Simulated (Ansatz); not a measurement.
Stepwise reaction of `[F][In]([F])[O][SiH3]` with hydrogen chloride, as a gas-phase model of exchange steps in deposition or etching. ΔE in kJ/mol.

Computed with Ansatz on PBE0-D4/def2-TZVP structures; ΔE is electronic, products minus reactants. CCSD(T)/CBS adds triple-zeta CCSD(T) − MP2 to the extrapolated MP2 energy (def2 sets, frozen cores). This one scheme is used for every species. Functionals use def2-TZVPP. B3LYP here is the variant with VWN-RPA as its local correlation; programs differ in this. def2 core potentials past Kr. For In outer-core shells are correlated without core-valence functions, which leaves a few kJ/mol of doubt a bond. Each species was taken in one conformer, which may not be the lowest.

```json
{"step": "1", "reaction": "`[F][In]([F])[O][SiH3]` + HCl → `[F][In]([Cl])[O][SiH3]` + H–F", "PBE-D4": "-60.8", "B3LYP-D4": "-62.6", "ωB97M-V": "-64.1", "CCSD(T)/CBS": "-67.6"}
{"step": "2", "reaction": "`[F][In]([Cl])[O][SiH3]` + HCl → `[SiH3][O][In]([Cl])[Cl]` + H–F", "PBE-D4": "-57.4", "B3LYP-D4": "-59.2", "ωB97M-V": "-60.5", "CCSD(T)/CBS": "-64.9"}
```

(1) By hand: ΔE of the 2 steps together at CCSD(T)/CBS.

## Answers

(1) (-67.6) + (-64.9) = -132.5 kJ/mol, or -66.2 kJ/mol a step.

In ΔE the steps differ by no more than 2.7 kJ/mol. All are downhill at CCSD(T)/CBS. PBE-D4 differs from CCSD(T)/CBS by 6.8 to 7.5 kJ/mol a step. Isolated molecules leave out the surface, adducts and barriers. Largest T1 diagnostic: 0.017.
